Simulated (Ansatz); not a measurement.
Consider the formal exchange of groups at a C–C bond: `C=CCCCCCC` + `CCCO` → `CCCCCCCCO` + `C=CC`.

Gas-phase electronic energies from Ansatz, PBE0-D4/def2-TZVP geometries. CCSD(T)/CBS is the MP2 limit (def2-TZVPP, def2-QZVPP) plus CCSD(T) − MP2 in def2-TZVPP, frozen cores. DFT in def2-TZVPP. B3LYP here is the variant with VWN-RPA as its local correlation; programs differ in this. HSE06 is defined as in plane-wave codes. One conformer a species, not always the lowest.

`C=CCCCCCC`:

Z-matrix (Å, degrees):
```
C
C 1 1.492
C 1 1.531 2 113.7
H 1 1.096 2 109.1 3 122.1
H 1 1.094 2 109.2 3 -121.9
C 2 1.326 1 124.8 3 114.3
H 2 1.089 1 116.6 3 -65.3
C 3 1.523 1 115.3 2 58.0
H 3 1.096 1 108.3 2 -179.6
H 3 1.095 1 108.5 2 -64.4
H 6 1.084 2 121.8 1 -179.6
H 6 1.086 2 121.3 1 0.7
C 8 1.520 3 114.5 1 59.6
H 8 1.096 3 109.8 1 -63.8
H 8 1.096 3 108.4 1 -178.7
C 13 1.520 8 113.1 3 175.7
H 13 1.098 8 109.4 3 53.7
H 13 1.096 8 110.1 3 -62.3
C 16 1.519 13 113.1 8 179.7
H 16 1.096 13 109.2 8 -58.0
H 16 1.096 13 109.1 8 57.4
H 19 1.094 16 111.1 13 59.7
H 19 1.094 16 111.1 13 -59.8
H 19 1.092 16 111.7 13 180.0
```

`CCCO`:

```xyz
12

C    -1.331   -0.709    0.220
C     0.095   -0.493   -0.255
C     0.677    0.814    0.246
O     2.021    1.011   -0.137
H    -1.990    0.095   -0.119
H    -1.738   -1.650   -0.155
H    -1.383   -0.738    1.312
H     0.125   -0.500   -1.352
H     0.739   -1.312    0.079
H     0.046    1.653   -0.084
H     0.676    0.827    1.340
H     2.064    1.002   -1.097
```

`CCCCCCCCO`:

Cartesian coordinates in Å:
```
C -0.089 1.790 3.070
C -0.606 2.593 1.887
C 0.047 2.235 0.559
C -0.238 0.821 0.078
C 0.378 0.525 -1.281
C 0.047 -0.853 -1.838
C 0.641 -2.008 -1.048
C 0.298 -3.368 -1.624
O -1.091 -3.637 -1.632
H -0.306 0.725 2.965
H -0.543 2.125 4.005
H 0.995 1.897 3.171
H -0.447 3.659 2.082
H -1.691 2.461 1.801
H 1.132 2.376 0.641
H -0.292 2.942 -0.208
H -1.324 0.671 0.021
H 0.130 0.101 0.816
H 0.037 1.286 -1.992
H 1.468 0.642 -1.216
H 0.408 -0.919 -2.871
H -1.040 -0.977 -1.891
H 0.303 -1.974 -0.004
H 1.734 -1.912 -1.014
H 0.610 -3.421 -2.671
H 0.842 -4.153 -1.082
H -1.401 -3.626 -0.723
```

`C=CC`:

Cartesian coordinates in Å:
```
C 0.222 -0.710 1.169
C 0.458 0.189 0.224
C -0.400 0.421 -0.971
H -0.648 -1.359 1.128
H 0.886 -0.830 2.016
H 1.344 0.817 0.309
H -0.764 1.453 -0.998
H 0.165 0.265 -1.896
H -1.263 -0.247 -0.980
```

```tsv
level	ΔE (kJ/mol)	difference from CCSD(T)/CBS
LDA (SPW92)	-2.2	-2.6
PBE-D4	-0.5	-0.9
revPBE-D4	0.2	-0.2
BLYP-D4	0.2	-0.2
r2SCAN-D4	-0.3	-0.7
r2SCANh-D4	-0.2	-0.6
r2SCAN0-D4	-0.1	-0.5
HSE06-D4	-0.1	-0.5
BHLYP-D4	0.5	0.1
CAM-B3LYP-D4	-0.2	-0.6
ωB97X-V	-0.5	-0.9
ωB97M-V	-0.7	-1.1
B2PLYP	0.6	0.2
PBE-QIDH	0.6	0.2
PBE	-0.6	-1.0
revPBE	0.1	-0.3
BLYP	-0.1	-0.5
PBE0	-0.2	-0.6
B3LYP	0.0	-0.4
r2SCANh	-0.1	-0.5
r2SCAN0	0.0	-0.4
HSE06	-0.2	-0.6
BHLYP	0.2	-0.2
CAM-B3LYP	-0.3	-0.7
LC-ωPBE	-0.1	-0.5
RPA@PBE/def2-TZVPP	1.0	0.6
HF/def2-SVP	-1.0	-1.4
MP2/def2-SVP	0.1	-0.3
CCSD/def2-SVP	-1.4	-1.8
HF/def2-TZVPP	1.4	1.0
MP2/def2-TZVPP	1.7	1.3
SCS-MP2/def2-TZVPP	1.8	1.4
CCSD/def2-TZVPP	0.5	0.1
CCSD(T)/def2-TZVPP	0.5	0.1
HF/def2-QZVPP	1.7	1.3
MP2/def2-QZVPP	1.8	1.4
SCS-MP2/def2-QZVPP	1.8	1.4
HF/CBS(def2)	1.7	1.3
MP2/CBS(def2)	1.7	1.3
CCSD/CBS(def2)	0.4	0.0
CCSD(T)/CBS	0.4	0
```

Largest T1 diagnostic among the species: 0.010.

Leaving LDA and LC-ωPBE aside and taking each functional with its dispersion term where it has one, the values, not all of them listed here, spread over 1.9 kJ/mol, from B97M-V to PBE-QIDH.
